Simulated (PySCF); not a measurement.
GeH₃O₄, SMILES [O][Ge]([OH])([OH])[OH], multiplicity 2.

Geometry: B3LYP-D3(BJ)/def2-SVP. The isomer is the one that the SMILES or the coordinates give; other isomers of the formula were not compared. The values are those of a single conformer.

Level of theory: PySCF with B3LYP-D3(BJ)/def2-SVP.

Frequencies are harmonic and unscaled.

Computed normal modes with their intensities:
| mode | ν (cm⁻¹) | IR (km/mol) | moving atoms (share of kinetic energy) |
|---|---|---|---|
| 1 | 98 | 40.1 | H 56 %, O 44 % |
| 2 | 172 | 34.1 | O 69 %, H 29 % |
| 3 | 192 | 94.4 | H 60 %, O 29 %, Ge 12 % |
| 4 | 225 | 4.4 | O 52 %, H 43 % |
| 5 | 240 | 10.2 | O 53 %, H 36 %, Ge 11 % |
| 6 | 250 | 34.8 | O 61 %, Ge 21 %, H 18 % |
| 7 | 265 | 74.6 | H 54 %, O 41 % |
| 8 | 278 | 149.4 | O 66 %, H 18 %, Ge 15 % |
| 9 | 673 | 3.8 | O 94 % |
| 10 | 711 | 47.6 | O 82 %, Ge 17 % |
| 11 | 752 | 118.6 | O 77 %, Ge 21 % |
| 12 | 756 | 121.1 | O 76 %, Ge 23 % |
| 13 | 879 | 41.4 | H 94 % |
| 14 | 900 | 108.4 | H 88 %, O 9 % |
| 15 | 921 | 141.3 | H 87 %, O 9 % |
| 16 | 3826 | 140.5 | H 94 % |
| 17 | 3829 | 60.8 | H 94 % |
| 18 | 3839 | 84.4 | H 94 % |
